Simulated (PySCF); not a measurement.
Species: C5H12GeSi.
Bonds: Si1–C2, C2–C3, C3–C4 (double), C4–C5, C5–Ge6, Ge6–C7, C3–C7. Hydrogens: H8, H9, H10 on Si1; H11, H12 on C2; H13 on C4; H14, H15 on C5; H16, H17 on Ge6; H18, H19 on C7.

Method: PySCF, PBE0-D3(BJ)/def2-SVP geometry optimisation, gas phase; density fitting, grid level 1; the optimiser is geomeTRIC in internal coordinates, started from a GFN2-xTB structure with every atom displaced at random (about 0.01 Å).

At the end of the run (lengths in Å): Si1–H9 1.497, C4–H13 1.097, Ge6–H16 1.541, C3=C4 1.347, Si1–H10 1.494, Ge6–H17 1.541, C4–C5 1.502, C4–C3–C7 119.0°, C3–C4–C5 121.6°, C5–Ge6–C7 93.4°, C2–C3–C4 123.0°, Si1–C2–C3–C4 -98°, C2–C3–C4–C5 178°, C3–C4–C5–Ge6 -2°, H11–C2–Si1–H8 65°.

Question: These geometries were met on the way; a selection of coordinates is given. Order them by energy above the end point, lowest first.
A. Si1–H9 1.503, C4–H13 1.109, Ge6–H16 1.555, C3=C4 1.349, Si1–H10 1.496, Ge6–H17 1.552, C4–C5 1.500, C4–C3–C7 118.5°, C3–C4–C5 121.9°, C5–Ge6–C7 93.3°, C2–C3–C4 123.4°, Si1–C2–C3–C4 -98°, C2–C3–C4–C5 177°, C3–C4–C5–Ge6 -1°, H11–C2–Si1–H8 64°
B. Si1–H9 1.434, C4–H13 1.045, Ge6–H16 1.499, C3=C4 1.306, Si1–H10 1.461, Ge6–H17 1.510, C4–C5 1.530, C4–C3–C7 121.9°, C3–C4–C5 119.7°, C5–Ge6–C7 91.6°, C2–C3–C4 121.5°, Si1–C2–C3–C4 -93°, C2–C3–C4–C5 179°, C3–C4–C5–Ge6 -6°, H11–C2–Si1–H8 61°
C. Si1–H9 1.496, C4–H13 1.097, Ge6–H16 1.540, C3=C4 1.347, Si1–H10 1.494, Ge6–H17 1.541, C4–C5 1.502, C4–C3–C7 118.9°, C3–C4–C5 121.6°, C5–Ge6–C7 93.4°, C2–C3–C4 123.1°, Si1–C2–C3–C4 -98°, C2–C3–C4–C5 178°, C3–C4–C5–Ge6 -2°, H11–C2–Si1–H8 65°

Answer: C (0.000 eV), A (0.011 eV), B (0.280 eV).

```
step  E above end (eV)  rms distance from the end, all atoms (Å)  largest force (eV/Å)  rms shift of all bonds from the end (Å)
   4             0.000                                     0.003                 0.024                                    0.000
   1             0.011                                     0.027                 0.451                                    0.006
   0             0.280                                     0.057                 3.532                                    0.029
```

Rows stand in the order of the answer.
